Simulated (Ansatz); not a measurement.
Computed with Ansatz on PBE0-D4/def2-TZVP structures; ΔE is electronic, products minus reactants. CBS: MP2 limit from def2 TZ/QZ plus the TZ coupled-cluster correction, frozen cores. Functionals use def2-TZVPP. def2 core potentials past Kr. For Mo outer-core shells are correlated without core-valence functions, which leaves a few kJ/mol of doubt a bond. One conformer a species, not always the lowest.

`[O]=[Mo]([OH])([OH])=[S]` + `[F][Al]([SH])[SH]` → `[O]=[Mo]([OH])([F])=[S]` + `[OH][Al]([SH])[SH]`  (redistribution)

`[O]=[Mo]([OH])([OH])=[S]`:

Cartesian coordinates in Å:
```
O -0.903 0.892 1.222
Mo -0.207 0.252 -0.154
O 1.645 0.463 -0.079
O -0.645 -1.556 -0.298
S -0.947 1.274 -1.847
H 2.098 0.721 0.728
H -1.041 -2.046 0.428
```

`[F][Al]([SH])[SH]`:

```xyz
6

F    -1.030   -0.858   -1.036
Al   -0.029   -0.024   -0.029
S     1.209    1.557   -0.836
S     0.023   -0.531    2.075
H     0.718    1.359   -2.073
H    -0.891   -1.503    1.900
```

`[O]=[Mo]([OH])([F])=[S]`:

```xyz
6

O    -1.563    0.761    0.272
Mo   -0.167    0.101   -0.350
O     0.877   -0.568    1.032
F    -0.592   -1.226   -1.552
S     0.906    1.624   -1.327
H     0.540   -0.693    1.924
```

`[OH][Al]([SH])[SH]`:

Cartesian coordinates in Å:
```
O 1.775 1.042 0.027
Al 0.345 0.150 0.051
S 0.288 -1.498 1.465
S -1.300 0.678 -1.282
H 1.949 1.792 -0.538
H -0.960 -1.854 1.116
H -2.096 -0.309 -0.838
```

```tsv
species	CAM-B3LYP-D4 energy (Eh)
`[O]=[Mo]([OH])([OH])=[S]`	-693.45739
`[F][Al]([SH])[SH]`	-1140.12255
`[O]=[Mo]([OH])([F])=[S]`	-717.49753
`[OH][Al]([SH])[SH]`	-1116.07473
```

Problem. Work out ΔE.

Solution. ΔE = (-717.49753) + (-1116.07473) − (-693.45739) − (-1140.12255) = 0.00768 Eh = +20.2 kJ/mol. CCSD(T)/CBS gives +24.7 kJ/mol.

Largest T1 diagnostic among the species: 0.025, so the coupled-cluster value is less sure than usual.

From BLYP to BHLYP (50 % exact exchange), in def2-TZVPP and without D4, ΔE moves by +3.5 kJ/mol. At CCSD(T), def2-SVP lies +4.4 kJ/mol from the extrapolated value and def2-TZVPP −1.1 kJ/mol. Leaving LDA and LC-ωPBE aside and taking each functional with its dispersion term where it has one, the values, not all of them listed here, spread over 4.0 kJ/mol, from revPBE-D4 to BHLYP-D4.
